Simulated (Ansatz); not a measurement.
Ideal-gas functions of Br2Mg (`[Br][Mg][Br]`) at 600 K and 1 bar, from an Ansatz frequency run at PBE0-D4/def2-TZVP.

Molar mass 184.11 g/mol, point group D∞h (symmetry number 2), electronic degeneracy 1, moments of inertia 860.001 u Å². Harmonic wavenumbers (cm⁻¹, unscaled): 93, 93, 197, 528.

Use S(trans) = R[1.5 ln M + 2.5 ln T − 1.1517]; rotational temperatures θ = 24.2544 K / I; S(rot) = R[ln(T/σθ) + 1]; for each mode x = 1.438777 ν̃/T, S = R[x/(eˣ − 1) − ln(1 − e⁻ˣ)] and H = RT x/(eˣ − 1); 1 cm⁻¹ = 0.0119627 kJ/mol; R = 8.31446 J/(mol·K).

**Question.** By hand: the entropy, in J/(mol·K).

**Answer.** Translation 188.4. Rotation: θ = 0.0282 K, giving 85.4. Vibration, mode by mode: 20.81, 20.81, 14.63, 6.89, in all 63.1. Electronic 0.0. Sum 336.9 J/(mol·K).

**Question.** By hand: H − E and G − E in kJ/mol, counted from the electronic energy.

**Answer.** Zero-point energy ½ × 911 × 0.0119627 = 5.4; thermal vibration 15.3; translation, rotation and pV give 3.5 RT = 17.5. H − E = 38.2 kJ/mol, and G − E = 38.2 − 600 × 336.9/1000 = -163.9 kJ/mol.

Vibration gives 19 % of the entropy, 41.6 J/(mol·K) of it from the modes under 150 cm⁻¹: soft modes count most, and the harmonic formula is weakest for them.
